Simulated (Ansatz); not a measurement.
Steps of a relaxation of CH$_{3}$ClFNOW (`C[N]=[W](=[O])([F])[Cl]`) with RKS PBE0-D4/def2-TZVP.

```sh
$ ansatz run in.yaml --threads 2 --pin off --events-out ev --progress --plain --max-ram 22528MiB --backend cuda --devices 0, --max-vram 18GiB
```

```yaml
crystal:
  periodic: [false, false, false]
  atoms:
    - {symbol: C, position_ang: [0.033070, -1.234520, 1.112020]}
    - {symbol: N, position_ang: [0.133720, -0.078480, 0.292490]}
    - {symbol: W, position_ang: [0.009980, 1.062310, -1.071240]}
    - {symbol: O, position_ang: [-0.819310, 0.404980, -2.378300]}
    - {symbol: F, position_ang: [1.729970, 1.660030, -1.555100]}
    - {symbol: Cl, position_ang: [-1.093130, 2.832520, -0.385030]}
    - {symbol: H, position_ang: [-1.018170, -1.431630, 1.354590]}
    - {symbol: H, position_ang: [0.434730, -2.105740, 0.581850]}
    - {symbol: H, position_ang: [0.589140, -1.109470, 2.048710]}
basis:
  gaussian: {orbitals: def2-TZVP}
hamiltonian: {xc: pbe0, dispersion: d4}
relax: {f_tol: 0.005, max_steps: 150}
```

Positions (Å) and forces (eV/Å) along the path, 15 of 22 steps:

```xyz
9
step=1 energy=-21684.9409 eV
C     0.033   -1.235    1.112   -0.166    0.035   -0.242
N     0.134   -0.078    0.292   -0.040    1.117   -1.365
W     0.010    1.062   -1.071    1.995   -1.116    1.863
O    -0.819    0.405   -2.378   -0.516   -0.730   -0.813
F     1.730    1.660   -1.555   -0.427   -0.404    0.042
Cl   -1.093    2.833   -0.385   -0.871    1.095    0.529
H    -1.018   -1.432    1.355    0.083   -0.051    0.011
H     0.435   -2.106    0.582   -0.042   -0.011    0.073
H     0.589   -1.109    2.049   -0.014    0.065   -0.098
9
step=2 energy=-21685.1152 eV
C     0.030   -1.205    1.075   -0.024   -0.023   -0.055
N     0.152   -0.032    0.287    0.004    0.269   -0.182
W     0.029    1.090   -1.037    0.157   -0.240    0.059
O    -0.775    0.307   -2.320    0.094    0.149    0.231
F     1.769    1.543   -1.566   -0.269   -0.080    0.073
Cl   -1.196    2.869   -0.305    0.038   -0.137   -0.068
H    -1.020   -1.403    1.315    0.029    0.024   -0.020
H     0.426   -2.074    0.538   -0.016    0.024   -0.001
H     0.586   -1.096    2.012   -0.014    0.014   -0.036
9
step=4 energy=-21685.1227 eV
C     0.030   -1.198    1.068   -0.018   -0.030   -0.025
N     0.167   -0.017    0.297    0.051   -0.009    0.131
W     0.041    1.092   -1.027   -0.034   -0.013   -0.096
O    -0.773    0.296   -2.290    0.000    0.015    0.010
F     1.770    1.532   -1.568    0.026    0.016   -0.011
Cl   -1.213    2.847   -0.310   -0.019    0.019   -0.002
H    -1.023   -1.382    1.305    0.005    0.007    0.000
H     0.413   -2.063    0.519   -0.006    0.003    0.000
H     0.587   -1.106    2.006   -0.005   -0.007   -0.006
9
step=6 energy=-21685.1257 eV
C     0.028   -1.195    1.066    0.021   -0.036   -0.018
N     0.197    0.003    0.326   -0.020    0.094   -0.062
W     0.048    1.091   -1.020    0.038   -0.076    0.085
O    -0.747    0.256   -2.268   -0.020    0.014    0.001
F     1.767    1.561   -1.570    0.004    0.002    0.002
Cl   -1.237    2.837   -0.330   -0.006   -0.017   -0.016
H    -1.026   -1.338    1.322    0.013   -0.001    0.012
H     0.360   -2.060    0.482   -0.015    0.026    0.019
H     0.610   -1.155    1.993   -0.016   -0.006   -0.023
9
step=8 energy=-21685.1235 eV rejected
C     0.021   -1.196    1.067   -0.023   -0.153    0.107
N     0.171    0.026    0.354    0.009   -0.131    0.009
W     0.059    1.092   -1.012   -0.086    0.039   -0.047
O    -0.638    0.217   -2.292    0.058    0.022    0.087
F     1.788    1.621   -1.474   -0.008   -0.011    0.013
Cl   -1.332    2.798   -0.428    0.037   -0.059   -0.008
H    -0.986   -1.235    1.525    0.403   -0.031   -0.145
H     0.138   -2.065    0.388   -0.069    0.342    0.305
H     0.779   -1.259    1.872   -0.320   -0.020   -0.320
9
step=9 energy=-21685.1302 eV
C     0.025   -1.193    1.065   -0.018    0.018   -0.008
N     0.183    0.015    0.338   -0.002   -0.014    0.008
W     0.055    1.092   -1.016    0.013   -0.008    0.005
O    -0.686    0.235   -2.282    0.009    0.000    0.000
F     1.783    1.593   -1.512   -0.012    0.003    0.000
Cl   -1.296    2.808   -0.383   -0.004   -0.002   -0.002
H    -1.000   -1.276    1.439    0.012    0.004    0.002
H     0.230   -2.061    0.431   -0.011    0.004   -0.009
H     0.706   -1.214    1.920    0.013   -0.004    0.004
9
step=10 energy=-21685.1322 eV
C     0.022   -1.191    1.065    0.032   -0.061    0.022
N     0.186    0.024    0.349   -0.020   -0.018   -0.019
W     0.060    1.092   -1.014    0.018   -0.022   -0.006
O    -0.646    0.212   -2.285    0.020    0.028    0.043
F     1.786    1.619   -1.488   -0.026   -0.003    0.010
Cl   -1.327    2.791   -0.407    0.008   -0.026   -0.012
H    -0.986   -1.234    1.496    0.102   -0.010   -0.018
H     0.153   -2.059    0.403   -0.031    0.117    0.094
H     0.752   -1.254    1.882   -0.102   -0.005   -0.114
9
step=12 energy=-21685.1361 eV
C     0.014   -1.188    1.065   -0.002   -0.116    0.018
N     0.183    0.023    0.345   -0.047   -0.002    0.020
W     0.067    1.089   -1.019    0.085   -0.028    0.014
O    -0.576    0.190   -2.310   -0.016    0.043    0.035
F     1.791    1.668   -1.442   -0.036   -0.015    0.011
Cl   -1.371    2.752   -0.430   -0.014   -0.023   -0.035
H    -0.947   -1.173    1.599    0.170    0.001   -0.075
H     0.022   -2.055    0.387   -0.014    0.135    0.125
H     0.818   -1.306    1.805   -0.125    0.006   -0.113
9
step=13 energy=-21685.1396 eV
C     0.012   -1.189    1.066   -0.032   -0.126    0.052
N     0.183    0.020    0.345   -0.058   -0.008    0.095
W     0.077    1.093   -1.013   -0.001    0.003   -0.137
O    -0.542    0.196   -2.318    0.039    0.019    0.055
F     1.802    1.689   -1.406   -0.025   -0.002    0.009
Cl   -1.415    2.722   -0.471    0.016   -0.007    0.014
H    -0.907   -1.136    1.669    0.177   -0.003   -0.103
H    -0.068   -2.048    0.384    0.006    0.118    0.115
H     0.859   -1.348    1.746   -0.121    0.005   -0.100
9
step=15 energy=-21685.1440 eV
C     0.006   -1.187    1.065   -0.012   -0.115    0.052
N     0.172    0.025    0.351   -0.031    0.036    0.029
W     0.081    1.092   -1.015    0.019   -0.021   -0.038
O    -0.484    0.176   -2.330    0.010    0.016    0.025
F     1.802    1.726   -1.363   -0.010   -0.006    0.002
Cl   -1.449    2.695   -0.505   -0.001   -0.004   -0.001
H    -0.850   -1.097    1.748    0.116   -0.018   -0.078
H    -0.178   -2.030    0.384    0.018    0.093    0.086
H     0.900   -1.400    1.665   -0.109    0.019   -0.077
9
step=16 energy=-21685.1459 eV
C     0.002   -1.184    1.064    0.005   -0.072    0.038
N     0.162    0.035    0.360    0.011    0.026   -0.024
W     0.084    1.093   -1.014   -0.020   -0.040    0.031
O    -0.455    0.164   -2.330    0.009    0.013    0.016
F     1.806    1.735   -1.341    0.000    0.004   -0.001
Cl   -1.470    2.680   -0.526    0.006    0.005   -0.016
H    -0.815   -1.085    1.788    0.063   -0.022   -0.045
H    -0.232   -2.012    0.382    0.010    0.062    0.056
H     0.918   -1.426    1.617   -0.083    0.024   -0.055
9
step=17 energy=-21685.1465 eV
C     0.002   -1.188    1.065   -0.012    0.057   -0.027
N     0.157    0.037    0.369   -0.037    0.028    0.017
W     0.080    1.092   -1.006    0.060    0.012   -0.064
O    -0.435    0.154   -2.326   -0.006    0.011    0.023
F     1.799    1.748   -1.320   -0.015   -0.011    0.006
Cl   -1.478    2.689   -0.562   -0.004   -0.023    0.014
H    -0.783   -1.084    1.819   -0.036   -0.003    0.040
H    -0.271   -1.999    0.385   -0.023   -0.055   -0.044
H     0.929   -1.450    1.577    0.073   -0.015    0.035
9
step=18 energy=-21685.1473 eV
C     0.000   -1.185    1.064   -0.008    0.011    0.003
N     0.152    0.043    0.372   -0.003   -0.001    0.005
W     0.084    1.093   -1.007   -0.005    0.007   -0.025
O    -0.427    0.152   -2.325    0.008    0.001    0.010
F     1.804    1.748   -1.313   -0.001   -0.001    0.002
Cl   -1.487    2.679   -0.568    0.004   -0.006    0.006
H    -0.772   -1.081    1.833    0.005   -0.009   -0.003
H    -0.290   -1.993    0.383   -0.004   -0.002    0.002
H     0.936   -1.456    1.560    0.003    0.000   -0.001
9
step=19 energy=-21685.1473 eV rejected
C    -0.002   -1.184    1.063    0.010   -0.016   -0.007
N     0.150    0.045    0.373   -0.006    0.021    0.014
W     0.085    1.095   -1.007    0.038   -0.062   -0.004
O    -0.419    0.147   -2.323   -0.005    0.012   -0.016
F     1.805    1.752   -1.309   -0.003    0.003    0.001
Cl   -1.491    2.673   -0.571   -0.032    0.032    0.007
H    -0.764   -1.079    1.842   -0.004    0.009    0.006
H    -0.304   -1.988    0.384    0.002    0.003   -0.001
H     0.939   -1.461    1.547   -0.001   -0.002   -0.001
9
step=22 energy=-21685.1475 eV
C    -0.003   -1.184    1.064    0.001   -0.002    0.002
N     0.147    0.047    0.375   -0.001   -0.002   -0.002
W     0.085    1.094   -1.007    0.004    0.003    0.005
O    -0.409    0.146   -2.327   -0.002    0.000   -0.002
F     1.805    1.757   -1.300   -0.002    0.000    0.000
Cl   -1.497    2.670   -0.580    0.000   -0.001   -0.002
H    -0.750   -1.075    1.857    0.003    0.001   -0.003
H    -0.323   -1.983    0.387    0.001    0.001    0.002
H     0.944   -1.471    1.530   -0.003    0.000   -0.001
```

It took 90 s on 2 threads of an AMD EPYC 7R13 on a shared host and a share of an NVIDIA H100 80 GB, with 0.97 GiB of host memory at the peak.
